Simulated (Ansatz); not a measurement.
Two structures of BSiH₄Cl₃O, singlet, reached by relaxing down either side of one saddle point (PBE0-D4/def2-TZVP). Energies are electronic, without zero-point energy. Ansatz 0.2.0; basis: def2-TZVPP and def2-QZVPP; cores frozen in the correlated methods. Extrapolation: Hartree–Fock as exp(−7.88 √X), correlation as X^−2.97. First:

```
10
angstrom
B -1.4288 -0.2117 0.1117
Cl -2.2730 -1.7302 0.6073
Cl -1.3399 0.0611 -1.6927
Cl -1.9675 1.2577 1.0375
H 0.2151 -0.5934 1.4330
O 0.1004 -0.4286 0.4886
Si 1.4122 0.2955 -0.3813
H 2.4939 0.1727 0.6250
H 1.6932 -0.5275 -1.5670
H 1.0946 1.7042 -0.6622
```

Second:

```tsv
atom	x (Å)	y (Å)	z (Å)
B1	-1.3403	0.6868	-0.3993
Cl2	-0.4146	-2.1392	2.5270
Cl3	-1.2552	1.8386	-1.7255
Cl4	-2.8741	0.3807	0.3776
H5	-0.5548	-1.2696	1.5885
O6	-0.2455	0.0405	0.0242
Si7	1.3507	0.1105	-0.5026
H8	2.0799	-0.8350	0.3663
H9	1.4047	-0.3069	-1.9212
H10	1.8495	1.4936	-0.3352
```

Which bonds change from the first to the second?

BCl₃ ([Cl][B]([Cl])[Cl]) + SiH₄O ([OH][SiH3]) → BSiH₃Cl₂O ([SiH3][O][B]([Cl])[Cl]) + HCl; bonds formed: Cl2–H5; dative contacts that become bonds: B1–O6; bonds broken: B1–Cl2, H5–O6.

Give the saddle point's structure and its height above each. (Judge from chemistry; the value comes from the calculation.)

Computed: 19.66 kcal/mol above the first and 28.39 kcal/mol above the second (CCSD(T) at an estimated basis limit (MP2 extrapolated from triple and quadruple zeta, plus CCSD(T) − MP2 in triple zeta)).
```
atom    x (Å)    y (Å)    z (Å)
  B1  -1.3172   0.1371   0.0845
 Cl2  -1.6745  -1.8779   0.9048
 Cl3  -1.5693   0.0833  -1.6722
 Cl4  -2.2706   1.2834   1.0267
  H5  -0.3397  -1.1616   0.9258
  O6   0.0662  -0.0522   0.5274
 Si7   1.4925   0.3235  -0.3040
  H8   2.5573   0.1966   0.7132
  H9   1.6942  -0.6411  -1.4062
 H10   1.3611   1.7087  -0.8002
```

The T1 diagnostic stays at or below 0.012.

The step is the kind of ligand exchange by which a precursor binds to a hydroxyl group, or is hydrolysed, in atomic layer deposition of oxides.

Labels in which every atom is bracketed show which atoms are joined, not bond orders.

For scale, one of the runs: CCSD(T)/def2-TZVPP, 286 basis functions, launched by `ansatz run in.yaml --threads 8 --pin off --events-out ev --progress --plain --max-ram 19148MiB`. The run took 2.8 min on 8 CPU threads of an Arm Neoverse V2 (shared host), with 7.9 GiB of host memory at its peak.
